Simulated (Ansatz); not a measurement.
Relaxed structures of AlB₂H₄Cl, closed shell (PBE0-D4/def2-TZVP; forces vanish, vibrations not checked; lower isomers may exist, and structures with a doubtful reference or unclear bonds are left out; Å). Ansatz 0.2.0; basis: def2-TZVPP; cores frozen in the correlated methods.

(1) Rank them by CCSD(T) energy, lowest first, and give each one's height above the lowest. Links in brackets join atoms within 1.22 times the sum of their covalent radii (1.1 for two metals). (An estimate is asked for; the value comes from the calculation.)
A.
AlB₂H₄Cl ([Cl][B]12[H][AlH]13[H][BH]23)
```
8
angstrom
B -1.1069 0.5047 0.3814
Al 0.5183 1.4577 -0.3905
B -0.1263 -0.5199 -0.3881
Cl -0.4282 -1.9635 -1.3399
H -2.2857 0.5652 0.5076
H -0.5139 1.3785 1.0943
H 1.1280 -0.2669 -0.3526
H 1.7643 2.4000 -0.1827
```
B.
AlB₂H₄Cl ([BH2][AlH][B][ClH])
```
8
angstrom
B -1.4726 1.3709 0.3823
Al 0.0207 0.4995 -0.8405
B 1.4979 -0.5959 0.0422
Cl 2.2058 -1.9685 0.6908
H -2.6203 1.0269 0.3098
H -1.2460 2.2110 1.2075
H 0.1842 0.7530 -2.4044
H 1.5293 -3.3306 0.6939
```
C.
AlB₂H₄Cl ([BH2][AlH][BH][Cl])
```
8
angstrom
B -1.1833 1.3831 0.5547
Al 0.3491 0.4201 -0.5374
B 1.0270 -1.5324 -0.0131
Cl 0.1883 -2.9064 -0.7137
H -2.3478 1.2347 0.3054
H -0.9590 2.1050 1.4871
H 1.0059 1.1318 -1.8078
H 1.9200 -1.8359 0.7248
```

No T1 diagnostic of these runs exceeds 0.023. The restricted Hartree–Fock reference is unstable towards an unrestricted one at one or more of these structures.

Results:

(1) The calculation gives: A (0.000 eV), C (1.233 eV), B (5.590 eV). Heights count from the lowest.

For scale, one of the runs: CCSD(T)/def2-TZVPP, 202 basis functions, launched by `ansatz run in.yaml --threads 2 --pin off --events-out ev --progress --plain --max-ram 4352MiB`. Time: 51 s of wall clock on 2 CPU threads of an Arm Neoverse V2; the host was shared. Peak host memory: 2.3 GiB.
